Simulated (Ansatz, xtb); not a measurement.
# CH6OSn+: where a starting geometry ends

The starting geometry of this gas-phase doublet was built from a drawn formula by distance geometry and a force field; its bonds are those of `[OH2+][CH2][SnH2]`.

```xyz
9

C    -1.6374   -0.1941    1.2193
O    -2.9062    0.1135    0.7490
Sn   -0.1956    1.0821    0.2140
H    -2.9952   -0.1551   -0.1851
H    -3.5319   -0.4824    1.2209
H    -1.5685   -0.0395    2.3386
H    -1.3896   -1.2375    0.9643
H     1.4102    0.6712    0.7959
H    -0.2903    0.8725   -1.5008
```

Problem. Predict what it relaxes into with r2SCAN-D4/def2-SVP.

Solution. It keeps its bonds, and is `[OH2+][CH2][SnH2]`.

The energy falls by 0.54 eV over 19 steps:

| step | E − E(last) (eV) |
| --- | --- |
| 1 | 0.536 |
| 3 | 0.052 |
| 5 | 0.015 |
| 7 | 0.012 |
| 9 | 0.010 |
| 11 | 0.003 |
| 13 | 0.001 |
| 15 | 0.000 |
| 17 | 0.000 |
| 19 | 0.000 |

Final geometry (Å):

```yaml
atoms:
  - { symbol: C, position_ang: [-1.5306, -0.1304, 1.4012] }
  - { symbol: O, position_ang: [-2.8312, -0.0387, 0.6116] }
  - { symbol: Sn, position_ang: [-0.0254, 1.1492, 0.3279] }
  - { symbol: H, position_ang: [-2.6978, -0.0290, -0.3610] }
  - { symbol: H, position_ang: [-3.5298, -0.6821, 0.8540] }
  - { symbol: H, position_ang: [-1.8165, 0.2289, 2.3973] }
  - { symbol: H, position_ang: [-1.2562, -1.1955, 1.4320] }
  - { symbol: H, position_ang: [1.4301, 0.2411, 0.3561] }
  - { symbol: H, position_ang: [-0.8472, 1.0873, -1.2029] }
```

From the same start GFN2-xTB ends elsewhere, in pieces: CH4OSn + H2.

No frequencies were run, so the end isn't proven a minimum. Open shells are spin-unrestricted. Atoms past krypton carry core potentials, without spin–orbit terms. Run with Ansatz 0.2.0, 69 s on 2 threads of Intel(R) Xeon(R) Platinum 8259CL CPU @ 2.50GHz (Skylake/Cascade Lake) (shared host).
